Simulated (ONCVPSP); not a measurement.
Pseudopotential generation for tin (Sn): ONCV, PW91, scalar-relativistic.

| Property | Result |
| --- | --- |
| Element | Sn |
| Generator | ONCVPSP 4.0.1 |
| Type | optimised norm-conserving Vanderbilt (ONCV) |
| Functional | PW91 |
| Relativity | scalar-relativistic |
| Frozen core | [Kr] |
| Valence charge | 14 |
| Reference configuration | 4d10 5s1.75 5p2.25 |
| Partial waves | 5s: rc 2.15 bohr, ncon 4, nbas 9, qcut 2.5 1/bohr, 2 projectors, debl 0.8 Ha; 5p: rc 2.45 bohr, ncon 4, nbas 7, qcut 3.1 1/bohr, 2 projectors, debl 3.5 Ha; 4d: rc 1.10 bohr, ncon 4, nbas 9, qcut 7.5 1/bohr, 2 projectors, debl 1.1 Ha |
| Local potential | polynomial inside 0.80 bohr (lpopt 5, dvloc0 1 Ha) |
| Core correction | none |

All-electron outer shells of the reference configuration (PW91, scalar-relativistic, ld1.x):

| shell | level (eV) | outermost node (bohr) | outermost maximum (bohr) |
| --- | --- | --- | --- |
| 4s | -134.35 | 0.40 | 0.74 |
| 4p | -90.13 | 0.41 | 0.79 |
| 4d | -26.25 | 0.39 | 0.88 |
| 5s | -10.85 | 0.98 | 2.01 |
| 5p | -3.90 | 1.09 | 2.55 |

Results:

- Cutoffs needed: 207 Ha and 256 Ha (the cutoffs (Ha) at which the residual kinetic energy of the hardest occupied pseudo-wave falls to 1 and 0.1 mHa per electron)
- Ghost test: ghosts flagged at negative energy: s at -353.0 eV, p at -98.5 eV, d at -17197.6 eV; GHOST(+) flagged for s at 66.8 eV; a true bound ghost makes a file unfit for plane-wave use
- Largest excitation error: -13 meV (all-electron minus pseudo) for 4d10 5s0 5p4, out of 4 test configurations

Generation and tests took about 4.5 s on one core of a shared server CPU.
